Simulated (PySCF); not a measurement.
**Fractional electron number in Hg⁺ (mercury, charge +1)**

The 6s alpha orbital of [Xe] 4f14 5d10 6s1 is emptied in steps (occupation f), with all orbitals relaxed, ending at [Xe] 4f14 5d10. Calculation: PySCF 2.14, in def2-TZVP with the def2 core potential (60 electrons); a scalar-relativistic core potential. The exact energy is a straight line in f; departures are measured from the line between the end points of the same method.

```json
{"f": "1", "UHF (eV)": "0.000", "LDA (eV)": "0.000", "PBE (eV)": "0.000", "PBE0 (eV)": "0.000", "r2SCAN (eV)": "0.000", "LC-wPBE (eV)": "0.000", "BHandHLYP (eV)": "0.000", "wB97X (eV)": "0.000", "M06-2X (eV)": "0.000", "HSE06 (eV)": "0.000"}
{"f": "0.75", "UHF (eV)": "0.049", "LDA (eV)": "-0.780", "PBE (eV)": "-0.770", "PBE0 (eV)": "-0.557", "r2SCAN (eV)": "-0.695", "LC-wPBE (eV)": "-0.059", "BHandHLYP (eV)": "-0.372", "wB97X (eV)": "-0.123", "M06-2X (eV)": "-0.344", "HSE06 (eV)": "-0.633"}
{"f": "0.5", "UHF (eV)": "0.064", "LDA (eV)": "-1.044", "PBE (eV)": "-1.031", "PBE0 (eV)": "-0.745", "r2SCAN (eV)": "-0.932", "LC-wPBE (eV)": "-0.079", "BHandHLYP (eV)": "-0.498", "wB97X (eV)": "-0.163", "M06-2X (eV)": "-0.463", "HSE06 (eV)": "-0.845"}
{"f": "0.25", "UHF (eV)": "0.047", "LDA (eV)": "-0.784", "PBE (eV)": "-0.777", "PBE0 (eV)": "-0.560", "r2SCAN (eV)": "-0.701", "LC-wPBE (eV)": "-0.060", "BHandHLYP (eV)": "-0.375", "wB97X (eV)": "-0.120", "M06-2X (eV)": "-0.350", "HSE06 (eV)": "-0.635"}
{"f": "0", "UHF (eV)": "0.000", "LDA (eV)": "0.000", "PBE (eV)": "0.000", "PBE0 (eV)": "0.000", "r2SCAN (eV)": "0.000", "LC-wPBE (eV)": "0.000", "BHandHLYP (eV)": "0.000", "wB97X (eV)": "0.000", "M06-2X (eV)": "0.000", "HSE06 (eV)": "0.000"}
```

| method | E(f=0) − E(f=1) (eV) | −ε at f=1 (eV) | −ε at f=0.5 (eV) |
| --- | --- | --- | --- |
| UHF | 17.144 | 17.411 | 17.139 |
| LDA | 19.557 | 15.410 | 19.545 |
| PBE | 19.142 | 15.057 | 19.123 |
| PBE0 | 18.816 | 15.854 | 18.808 |
| r2SCAN | 19.038 | 15.354 | 19.025 |
| LC-wPBE | 18.546 | 18.226 | 18.544 |
| BHandHLYP | 18.527 | 16.552 | 18.518 |
| wB97X | 18.431 | 17.770 | 18.440 |
| M06-2X | 18.633 | 16.843 | 18.621 |
| HSE06 | 18.840 | 15.468 | 18.834 |

Orbital energy along the path (eV):

| f | UHF | LDA | PBE | PBE0 | r2SCAN | LC-wPBE | BHandHLYP | wB97X | M06-2X | HSE06 |
| --- | --- | --- | --- | --- | --- | --- | --- | --- | --- | --- |
| 1 | -17.411 | -15.410 | -15.057 | -15.854 | -15.354 | -18.226 | -16.552 | -17.770 | -16.843 | -15.468 |
| 0.75 | -17.270 | -17.465 | -17.075 | -17.325 | -17.167 | -18.387 | -17.530 | -18.106 | -17.693 | -17.147 |
| 0.5 | -17.139 | -19.545 | -19.123 | -18.808 | -19.025 | -18.544 | -18.518 | -18.440 | -18.621 | -18.834 |
| 0.25 | -17.016 | -21.643 | -21.200 | -20.304 | -20.901 | -18.702 | -19.520 | -18.761 | -19.549 | -20.528 |
| 0 | -16.900 | -23.745 | -23.300 | -21.807 | -22.780 | -18.872 | -20.541 | -19.059 | -20.549 | -22.227 |

Reference removal energy between the ground levels: 18.757 eV (measured; NIST Atomic Spectra Database, ionization energies). UHF lacks correlation.
